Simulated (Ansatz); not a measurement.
The inner images of a band of C3H6OSi (11 atoms, charge 0, multiplicity 1) are given out of order.

Method: Ansatz 0.2.0, RKS r2SCAN-D4/def2-SVP.

Initial state:

```xyz
11
Properties=species:S:1:pos:R:3
C -1.502 0.896 1.864
C -0.662 0.184 1.334
Si 0.585 -0.828 0.436
C 0.781 0.021 -1.253
O -0.484 0.177 -1.876
H -2.238 1.513 2.349
H 1.859 -0.863 1.215
H 0.048 -2.209 0.279
H 1.325 0.984 -1.144
H 1.398 -0.606 -1.920
H -1.046 0.674 -1.263
```

Final state:

```xyz
11
Properties=species:S:1:pos:R:3
C -0.754 1.633 2.323
C -0.426 0.703 1.601
Si 0.081 -0.639 0.458
C 0.415 0.030 -1.290
O 0.724 -1.043 -2.173
H -1.043 2.446 2.965
H 1.299 -1.318 0.984
H -1.020 -1.646 0.357
H -0.428 0.655 -1.651
H 1.297 0.692 -1.268
H -0.079 -1.569 -2.284
```

Put them in order from the first end to the last, with their energies above the first end.
A.
```xyz
11
Properties=species:S:1:pos:R:3
C -1.091 1.192 2.229
C -0.517 0.376 1.525
Si 0.392 -0.784 0.427
C 0.664 0.011 -1.291
O -0.303 -0.369 -2.258
H -1.587 1.905 2.865
H 1.695 -1.110 1.083
H -0.415 -2.028 0.268
H 0.748 1.113 -1.184
H 1.641 -0.329 -1.674
H -1.162 -0.035 -1.970
```
B.
```xyz
11
Properties=species:S:1:pos:R:3
C -1.317 1.044 2.071
C -0.610 0.280 1.430
Si 0.488 -0.803 0.431
C 0.738 0.004 -1.274
O -0.413 -0.111 -2.097
H -1.929 1.710 2.654
H 1.784 -0.965 1.157
H -0.173 -2.129 0.265
H 1.070 1.057 -1.152
H 1.560 -0.514 -1.797
H -1.133 0.369 -1.667
```
C.
```xyz
11
Properties=species:S:1:pos:R:3
C -0.403 1.502 2.444
C -0.182 0.587 1.665
Si 0.111 -0.720 0.412
C 0.397 0.054 -1.307
O 0.129 -0.885 -2.340
H -0.603 2.301 3.136
H 1.267 -1.568 0.822
H -1.108 -1.581 0.323
H -0.183 0.994 -1.416
H 1.458 0.340 -1.407
H -0.817 -1.080 -2.311
```
D.
```xyz
11
Properties=species:S:1:pos:R:3
C -0.626 1.422 2.392
C -0.278 0.527 1.638
Si 0.212 -0.754 0.417
C 0.491 0.049 -1.300
O -0.021 -0.743 -2.362
H -0.935 2.202 3.066
H 1.433 -1.458 0.910
H -0.901 -1.743 0.296
H 0.094 1.085 -1.306
H 1.577 0.140 -1.475
H -0.980 -0.784 -2.256
```
E.
```xyz
11
Properties=species:S:1:pos:R:3
C -0.847 1.324 2.331
C -0.387 0.461 1.598
Si 0.300 -0.771 0.423
C 0.578 0.037 -1.297
O -0.154 -0.585 -2.342
H -1.250 2.075 2.988
H 1.570 -1.310 0.996
H -0.682 -1.887 0.274
H 0.387 1.128 -1.232
H 1.644 -0.069 -1.560
H -1.094 -0.460 -2.159
```

B (+3.8 kJ/mol), A (+11.2 kJ/mol), E (+15.1 kJ/mol), D (+12.5 kJ/mol), C (+7.3 kJ/mol).

Time of the run: 80 s on 2 threads of Arm Neoverse V2, on a shared host, peak memory 0.17 GiB.
